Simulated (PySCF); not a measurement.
A structure optimised at PBE-D3(BJ)/def2-SVP, used in a PySCF frequency run:

```
C
O 1 1.4139
H 2 0.9754 1 107.28
H 1 1.1200 2 110.89 3 -58.74
C 1 1.5494 4 108.33 2 122.76
H 5 1.1057 1 116.76 4 -37.07
H 5 1.1110 6 108.93 1 123.05
C 1 1.5629 4 108.07 2 -129.04
H 8 1.1069 1 117.18 4 36.02
H 8 1.1111 9 109.31 1 -124.20
Si 5 1.9084 6 124.19 7 130.91
H 11 1.5045 5 119.06 6 -103.93
H 11 1.5048 12 109.03 8 134.04
```
Charge 0, spin multiplicity 1.

Question: Write its SMILES and formula.

Answer: OC1C[SiH2]C1, C3H8OSi

Question: What are its rotational constants (standard atomic weights)?

Answer: 8.5630, 2.8443, 2.3490 GHz
